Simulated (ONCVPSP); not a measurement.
# Tc: one change to an ONCV potential, before and after

```json
{"Element": "technetium", "Generator": "ONCVPSP 4.0.1", "Type": "optimised norm-conserving Vanderbilt (ONCV)", "Functional": "PBE", "Relativity": "scalar-relativistic", "Frozen core": "[Ar] 3d10", "Valence charge": "15", "Reference configuration": "4s2 4p6 4d5 5s1 (charge +1)", "Partial waves": "4s+5s: rc 1.55 bohr, ncon 3, nbas 7, qcut 6.3 1/bohr, 2 projectors; 4p: rc 1.70 bohr, ncon 4, nbas 8, qcut 7.4 1/bohr, 2 projectors, debl 2.1 Ha; 4d: rc 2.25 bohr, ncon 4, nbas 8, qcut 7.9 1/bohr, 2 projectors, debl 0.7 Ha", "Local potential": "polynomial inside 1.45 bohr (lpopt 5, dvloc0 0 Ha)", "Core correction": "none"}
```

Change: functional PBEsol.

Cutoffs: the cutoffs (Ha) at which the residual kinetic energy of the hardest occupied pseudo-wave falls to 1 and 0.1 mHa per electron; they do not see the model core or the augmentation charge, which bear on the density cutoff. Errors are all-electron minus pseudo energies relative to the spin-unpolarised reference configuration.

Question: What does the change do?

Answer: The potential gets neither clearly harder nor softer (19 Ha and 22 Ha → 19 Ha and 22 Ha); the errors of the 4 common tests hardly move; the range in which the d phases agree widens (upper end 1.3 → 4.3); neither file shows a bound ghost.

| quantity | base | changed |
| --- | --- | --- |
| cutoff, loose | 19 Ha | 19 Ha |
| cutoff, tight | 22 Ha | 22 Ha |
| loose cutoff by channel | s 16 Ha, p 13 Ha, d 19 Ha | s 16 Ha, p 13 Ha, d 19 Ha |
| bound ghosts | none | none |
| GHOST(+) flags under 300 eV | none | none |
| error for 4s2 4p6 4d5 5s2, meV [ΔE -8.15 → -8.20 eV] | +1.0 | +1.0 |
| error for 4s2 4p6 4d5 5s0, meV [ΔE 14.85 → 14.84 eV] | -3.0 | -2.9 |
| error for 4s2 4p6 4d4 5s0, meV [ΔE 43.56 → 43.53 eV] | +2.3 | +2.4 |
| error for 4s2 4p6 4d5 5s1 5p1, meV [ΔE -4.40 eV] | +0.9 | +0.9 |
| s: phases at 1.57 bohr within 0.05 rad from the reference energy up to (Ha; the scan ends near 5) | to the end of the scan | to the end of the scan |
| p: phases at 1.73 bohr within 0.05 rad from the reference energy up to (Ha; the scan ends near 5) | to the end of the scan | to the end of the scan |
| d: phases at 2.28 bohr within 0.05 rad from the reference energy up to (Ha; the scan ends near 5) | 1.3 | 4.3 |
